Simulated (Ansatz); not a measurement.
Geometry optimisation, RKS PBE-D4/def2-SVP (Ansatz).

Input file:

```yaml
crystal:
  periodic: [false, false, false]
  atoms:
    - { symbol: Ge, position_ang: [0.0, 0.0, 0.0] }
    - { symbol: Cl, position_ang: [0.0, 0.0, 2.57] }
    - { symbol: F, position_ang: [1.5842, 0.0, -0.5594] }
    - { symbol: F, position_ang: [-0.7913, 1.3709, -0.5594] }
    - { symbol: F, position_ang: [-0.7913, -1.3709, -0.5594] }
    - { symbol: H, position_ang: [-1.7556, 0.0, 0.5833] }
    - { symbol: H, position_ang: [-1.4971, 0.0, 1.5533] }
basis:
  gaussian: { orbitals: def2-SVP }
hamiltonian:
  xc: pbe
  dispersion: d4
relax:
  f_tol: 0.15
  max_steps: 25
  restrain:
    - { distance: [0, 5], at: 2.75, k: 30.0 }
    - { distance: [6, 1], at: 2.57, k: 30.0 }
    - { distance: [0, 1], at: 2.22, k: 30.0 }
    - { distance: [6, 5], at: 0.66, k: 30.0 }
```

Launched with:

```bash
$ ansatz run input.yaml --threads 2 --pin off --max-ram 3072MiB --backend cpu --events-out ev --progress --plain --runs-dir out
```

**Question.** Where does it end, and by what steps?

**Answer.** It converged. The restraints hold the end off the free minimum; the threshold counts their pulls, which the force column leaves out. Restrained pairs: Ge1–H6 (1.85 → 2.75 Å), Cl2–H7 (1.81 → 2.58 Å), Ge1–Cl2 (2.57 → 2.19 Å), H6–H7 (1.00 → 0.72 Å). After 6 steps the energy has fallen by 2.361 eV (the restraints' own energy left out); H6 moved furthest, 0.72 Å.

```json
{"step": "0", "energy less start (eV)": "0.0000", "largest force component (eV/Å)": "3.900", "accepted": "yes"}
{"step": "1", "energy less start (eV)": "-1.0037", "largest force component (eV/Å)": "3.602", "accepted": "yes"}
{"step": "2", "energy less start (eV)": "-1.3940", "largest force component (eV/Å)": "5.248", "accepted": "yes"}
{"step": "3", "energy less start (eV)": "-1.8194", "largest force component (eV/Å)": "4.336", "accepted": "yes"}
{"step": "4", "energy less start (eV)": "-2.2804", "largest force component (eV/Å)": "2.422", "accepted": "yes"}
{"step": "5", "energy less start (eV)": "-2.3616", "largest force component (eV/Å)": "1.512", "accepted": "yes"}
{"step": "6", "energy less start (eV)": "-2.3610", "largest force component (eV/Å)": "1.620", "accepted": "yes"}
```

```xyz
7
Properties=species:S:1:pos:R:3
Ge 0.224 0.000 0.074
Cl 0.369 0.000 2.257
F 1.813 0.000 -0.599
F -0.573 1.403 -0.534
F -0.573 -1.403 -0.534
H -2.417 0.000 0.859
H -2.095 0.000 1.505
```

Time of the run: 15 s on 2 threads of Arm Neoverse V1 (shared host), peak memory 0.14 GiB.
